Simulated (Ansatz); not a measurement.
Geometry optimisation, UKS revPBE/def2-SVP (Ansatz).

Input:

```yaml
crystal:
  periodic: [false, false, false]
  atoms:
    - { symbol: "N", position_ang: [-1.5476, 0.3634, 0.0602] }
    - { symbol: Si, position_ang: [-0.2479, -0.6976, 0.449] }
    - { symbol: O, position_ang: [0.8895, -0.6768, -0.8303] }
    - { symbol: B, position_ang: [1.6666, 0.6292, -0.7296] }
    - { symbol: F, position_ang: [2.8096, 0.7464, 0.027] }
    - { symbol: H, position_ang: [-2.3047, 0.3201, 0.8072] }
    - { symbol: H, position_ang: [-2.008, 0.0431, -0.8213] }
    - { symbol: H, position_ang: [-0.75645, 1.03766, 0.09263] }
    - { symbol: H, position_ang: [0.3679, -0.2758, 1.772] }
    - { symbol: H, position_ang: [1.1875, 1.5402, -1.3223] }
magnetization:
  spin_polarized: true
basis:
  gaussian: { orbitals: def2-SVP }
hamiltonian:
  xc: revpbe
relax:
  f_tol: 0.02
  max_steps: 50
```

Run as:

```bash
$ ansatz run input.yaml --threads 2 --pin off --max-ram 3072MiB --backend cpu --events-out ev --progress --plain --runs-dir out
```

Problem. Where does it end, and by what steps?

Solution. The forces met the threshold. After 23 steps the energy has fallen by 3.571 eV; O3 moved furthest, 1.21 Å. The start is strongly strained (largest force component 8 eV/Å).

| step | energy less start (eV) | largest force component (eV/Å) | accepted |
| --- | --- | --- | --- |
| 0 | 0.0000 | 8.038 | yes |
| 1 | -1.8261 | 5.311 | yes |
| 2 | -2.9741 | 1.472 | yes |
| 3 | -3.2619 | 0.795 | yes |
| 4 | -3.3393 | 0.671 | yes |
| 5 | -3.3562 | 0.564 | yes |
| 6 | -3.3855 | 0.380 | yes |
| 7 | -3.4042 | 0.743 | yes |
| 8 | -3.4123 | 1.091 | yes |
| 9 | -3.4672 | 0.815 | yes |
| 10 | -3.4969 | 0.645 | yes |
| 11 | -3.5524 | 0.213 | yes |
| 12 | -3.5558 | 0.242 | yes |
| 13 | -3.5402 | 0.458 | no |
| 14 | -3.5632 | 0.101 | yes |
| 15 | -3.5670 | 0.117 | yes |
| 16 | -3.5687 | 0.139 | yes |
| 17 | -3.5669 | 0.246 | no |
| 18 | -3.5700 | 0.081 | yes |
| 19 | -3.5702 | 0.054 | yes |
| 20 | -3.5706 | 0.062 | yes |
| 21 | -3.5710 | 0.058 | yes |
| 22 | -3.5711 | 0.043 | yes |
| 23 | -3.5712 | 0.018 | yes |

```xyz
10
Properties=species:S:1:pos:R:3
N -1.800 0.137 0.148
Si 0.021 -0.841 0.534
O 0.780 0.456 -0.426
B 2.033 0.726 -0.839
F 3.098 0.032 -0.368
H -2.506 -0.010 0.885
H -2.217 -0.159 -0.746
H -1.611 1.150 0.078
H 0.010 -0.073 1.891
H 2.248 1.612 -1.652
```

Time of the run: 77 s on 2 threads of Arm Neoverse V1, on a shared host, peak memory 0.2 GiB.
